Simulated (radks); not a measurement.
The numbers below are computed, except where a source is named.
The antimony anion Sb3-, [Xe], held by a Watson sphere: a shell of charge +3.49 at radius R that stands for the Madelung well of a crystal (potential energy -3.49/R inside, -3.49/r outside, in hartree with lengths in bohr). Level of theory: scalar-relativistic Kohn-Sham, r2SCAN, spin-polarised, spherical densities, finite nucleus; meta-GGA in the generalised Kohn-Sham scheme; Fermi nuclear charge, rms radius of each element as measured or else 0.836 A^(1/3) + 0.57 fm (a radial shooting solver on a logarithmic mesh with Libxc functionals).

R (bohr)  e(4d) (eV)  e(5s) (eV)  e(5p) (eV)  <r> 5p (bohr)  sum of <r^2> (bohr^2)  X-ray form factor at sin(theta)/lambda = 0.2 1/angstrom
2.89         -36.537     -18.091     -10.316          2.820                  87.57                                                   40.821
3.15         -35.851     -17.153      -9.684          2.925                  92.24                                                   40.756
3.29         -35.544     -16.690      -9.352          2.981                  94.78                                                   40.733
3.73         -34.761     -15.410      -8.362          3.152                  102.9                                                   40.704
4.09         -34.253     -14.542      -7.628          3.288                  109.6                                                   40.713
4.7          -33.556     -13.375      -6.550          3.509                  121.2                                                   40.760
4.79         -33.466     -13.231      -6.409          3.540                  123.0                                                   40.768
5.02         -33.251     -12.889      -6.065          3.621                  127.5                                                   40.789
5.85         -32.611     -11.929      -5.030          3.902                  144.8                                                   40.847
